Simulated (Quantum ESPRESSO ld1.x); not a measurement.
Input (ld1.x (Quantum ESPRESSO 7.5)):

```
 &input
    atom='Ge',
    iswitch=1,
    rel=1,
    dft='PBE',
    config='[Ar] 3d10 4p1 5s2 4s0 4d0',
    verbosity='high',
    prefix='ld1',
    max_out_wfc=37,
    file_charge='ld1.rho',
 /
```

Command: `OMP_NUM_THREADS=1 ld1.x < ld1.in > ld1.out`

It prints:

```
     Program LD1 v.7.5 starts

     --------------------------- All-electron run ----------------------------

     scalar relativistic calculation

     atomic number is 32.00
     dft =PBE   lsd =0 sic =0 latt =0  beta=0.20 tr2=1.0E-14
     Exchange-correlation= PBE
                           (   1   4   3   4   0   0   0)
     mesh =2009 r(mesh) =  99.31177 a.u. xmin = -8.00 dx = 0.00800
     1 Ry =  13.60569312 eV, c = 137.03599908

     n l     nl                  e(Ry)          e(Ha)          e(eV)
     1 0     1S 1( 2.00)    -807.279924737    -403.639962369 -10983.6029203
     2 0     2S 1( 2.00)    -102.435245795     -51.217622897  -1393.7025193
     2 1     2P 1( 6.00)     -89.717126526     -44.858563263  -1220.6636914
     3 0     3S 1( 2.00)     -13.997938663      -6.998969331   -190.4516578
     3 1     3P 1( 6.00)     -10.110974154      -5.055487077   -137.5668115
     3 2     3D 1(10.00)      -3.751454617      -1.875727308    -51.0411403
     4 1     4P 1( 1.00)      -1.349032493      -0.674516246    -18.3545221
     5 0     5S 1( 2.00)      -0.584159401      -0.292079701     -7.9478935
     4 0     4S 1( 0.00)      -2.091462374      -1.045731187    -28.4557952
     4 2     4D 1( 0.00)      -0.503141959      -0.251570979     -6.8455951

     final scf error:  4.0E-15 reached in  40 iterations

     Etot =   -4194.493953 Ry,   -2097.246977 Ha,  -57068.997534 eV

     Ekin =    4270.548293 Ry,    2135.274147 Ha,   58103.769542 eV
     Encl =  -10062.697243 Ry,   -5031.348622 Ha, -136909.970680 eV
     Eh   =    1755.480957 Ry,     877.740479 Ha,   23884.535184 eV
     Exc  =    -157.825960 Ry,     -78.912980 Ha,   -2147.331581 eV

     normalization and overlap integrals

     s(1S/1S) =  1.000000  <r> =   0.0470  <r2> =    0.0030  r(max) =   0.0308
     s(1S/2S) = -0.004993
     s(1S/3S) = -0.001881
     s(1S/5S) = -0.000271
     s(1S/4S) = -0.000620
     s(2S/2S) =  1.000000  <r> =   0.2100  <r2> =    0.0520  r(max) =   0.1759
     s(2S/3S) = -0.001103
     s(2S/5S) = -0.000155
     s(2S/4S) = -0.000355
     s(2P/2P) =  1.000000  <r> =   0.1837  <r2> =    0.0414  r(max) =   0.1417
     s(2P/3P) = -0.000885
     s(2P/4P) = -0.000247
     s(3S/3S) =  1.000000  <r> =   0.6241  <r2> =    0.4492  r(max) =   0.5435
     s(3S/5S) = -0.000090
     s(3S/4S) = -0.000210
     s(3P/3P) =  1.000000  <r> =   0.6464  <r2> =    0.4916  r(max) =   0.5435
     s(3P/4P) = -0.000155
     s(3D/3D) =  1.000000  <r> =   0.7246  <r2> =    0.6656  r(max) =   0.5017
     s(3D/4D) = -0.000071
     s(4P/4P) =  1.000000  <r> =   2.2446  <r2> =    5.7970  r(max) =   1.8781
     s(5S/5S) =  1.000000  <r> =   4.5569  <r2> =   23.2259  r(max) =   4.2472
     s(5S/4S) = -0.000040
     s(4S/4S) =  1.000000  <r> =   1.8737  <r2> =    3.9966  r(max) =   1.6262
     s(4D/4D) =  1.000000  <r> =   3.7578  <r2> =   16.2922  r(max) =   3.2100

     ------------------------ End of All-electron run ------------------------
```

Run on one thread of a shared host, so times are rough (Intel(R) Xeon(R) Processor @ 2.60GHz): 0.51 s of CPU time, 1.7 s wall, 40 iterations on 2009 mesh points.
